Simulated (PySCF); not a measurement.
MoO2F2 (singlet state).
Bonds: Mo1–O2, Mo1–O3, Mo1–F4, Mo1–F5.

Theory: PBE0-D3(BJ)/def2-SVP geometry optimisation, gas phase, def2 core potentials past Kr (PySCF 2.14.0).

Q: How far are the bound atoms from Mo1?

A: 4 atoms: O3 1.659 Å, O2 1.660 Å, F4 1.836 Å, F5 1.836 Å.

Q: List the angles at Mo1.

A: 
| angle | degrees | distance of the outer atoms (Å) |
| --- | --- | --- |
| F4–Mo1–F5 | 112.0 | 3.04 |
| O2–Mo1–F4 | 109.8 | 2.86 |
| O2–Mo1–F5 | 109.8 | 2.86 |
| O3–Mo1–F5 | 109.4 | 2.85 |
| O3–Mo1–F4 | 109.3 | 2.85 |
| O2–Mo1–O3 | 106.4 | 2.66 |

Q: What is the shape at Mo1?

A: Tetrahedral: angles from 106.4° to 112.0°; τ4 = (360° − α − β)/141° = 0.98 with α and β the two widest (0 for a square, 1 for a tetrahedron).

Q: What are the rotational constants (commonest isotopes, rigid rotor)?

A: A = 3952, B = 3498, C = 3171 MHz: an asymmetric top.

Point group: C2v (every atom within 0.08 Å of its image). Charge 0, singlet. Whether it is a minimum is left open (no frequencies).
